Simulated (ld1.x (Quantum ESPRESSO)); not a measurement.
**u(r) = r·R(r): atom against pseudo-atom (rhenium)**

Columns: radius, all-electron u(r) and pseudo u(r) of the 6s shell (level -5.84 eV) of rhenium in the configuration [Xe] 4f14 5d5.5 6s1.5 6p0; LDA (PZ), scalar-relativistic, TM scheme, ld1.x (Quantum ESPRESSO) 7.5.

```tsv
r (bohr)	all-electron	pseudo
0.205	0.0406	-0.0274
0.410	-0.1491	-0.0562
0.615	0.1711	-0.0879
0.820	0.3015	-0.1247
1.025	0.2057	-0.1696
1.230	0.0130	-0.2270
1.435	-0.1877	-0.3012
1.640	-0.3565	-0.3917
1.845	-0.4822	-0.4872
2.050	-0.5667	-0.5667
2.255	-0.6163	-0.6163
2.460	-0.6385	-0.6385
2.665	-0.6400	-0.6400
2.870	-0.6264	-0.6264
3.075	-0.6022	-0.6022
3.280	-0.5710	-0.5710
3.485	-0.5356	-0.5356
3.690	-0.4979	-0.4979
3.895	-0.4594	-0.4594
4.100	-0.4213	-0.4213
4.305	-0.3844	-0.3844
4.510	-0.3490	-0.3490
4.715	-0.3157	-0.3157
4.920	-0.2846	-0.2846
5.125	-0.2557	-0.2557
5.330	-0.2292	-0.2292
```

Q: How many radial nodes do the two functions have?

A: The all-electron 6s function has n − l − 1 = 5 (the table is too coarse to show those close to the nucleus); the pseudo-wave has 0, since the states of the same l below it are removed with the core.

Q: At about which radius was the pseudo-wave matched?

A: 2.20 bohr, where the columns begin to agree (steps of 0.20 bohr).

Q: Where does each function peak?

A: Outermost all-electron maximum near 2.67 bohr, pseudo maximum near 2.67 bohr (to the table’s step).

Q: Is the pseudo-wave norm-conserving?

A: Yes: the TM scheme keeps the norm inside the radius equal to the all-electron one, which fixes the energy derivative of the logarithmic derivative at the level.
